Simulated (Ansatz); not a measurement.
`C#[C][Zr]([OH])([F])[Cl]` + CH₃OH → `C#[C][Zr]([OH])([F])[O]C` + HCl at 500 K and 1 bar (ligand exchange at a Zr–Cl bond).

Gas-phase electronic energies from Ansatz, PBE0-D4/def2-TZVP geometries. CCSD(T)/CBS adds triple-zeta CCSD(T) − MP2 to the extrapolated MP2 energy (def2 sets, frozen cores). This one scheme is used for every species. Elements past krypton have def2 core potentials. For Zr outer-core shells are correlated without core-valence functions, which leaves a few kJ/mol of doubt a bond. Each species was taken in one conformer, which may not be the lowest.

```tsv
species	CCSD(T)/CBS energy (Eh)	H − E (kJ/mol)	S (J/(mol·K))
`C#[C][Zr]([OH])([F])[Cl]`	-759.21682	143.5	477.5
CH₃OH	-115.61712	157.0	265.4
`C#[C][Zr]([OH])([F])[O]C`	-414.44644	261.8	543.2
HCl	-460.38127	32.5	201.9
```

H − E and S are ideal-gas, rigid-rotor, harmonic terms from PBE0-D4/def2-TZVP, for one conformer and one mirror image of each species. 1 Eh = 2625.50 kJ/mol, R = 8.31446 J/(mol·K).

Q: By hand: ΔE, ΔH, ΔS and ΔG.

A: ΔE = (-414.44644) + (-460.38127) − (-759.21682) − (-115.61712) = 0.00623 Eh = 16.4 kJ/mol. Δ(H − E) = 261.8 + 32.5 − 143.5 − 157.0 = -6.2, so ΔH = 10.2 kJ/mol. ΔS = 543.2 + 201.9 − 477.5 − 265.4 = 2.2 J/(mol·K). ΔG = 10.2 − 500 × (2.2)/1000 = 9.1 kJ/mol.

Q: By hand: the equilibrium constant, and the temperature at which ΔG would vanish if ΔH and ΔS stayed fixed.

A: log₁₀ K = −ΔG/(RT ln 10) = -1.0. ΔG = 0 at ΔH/ΔS = 4636 K, far beyond where these terms or the molecules hold.

The number of gas molecules stays the same, so ΔS is small and ΔH decides. A doubt of 5 kJ/mol in ΔE shifts log₁₀ K by 0.5 here. Other conformers and mirror images would add mixing entropy, several J/(mol·K) or more a flexible species. Modes under 60 cm⁻¹, often nearly free rotors, make the harmonic entropy too high. These are equilibria of isolated gas molecules and say nothing of rates. Largest T1 diagnostic: 0.017 (customary marks: 0.02 for closed shells, 0.045 for open ones).
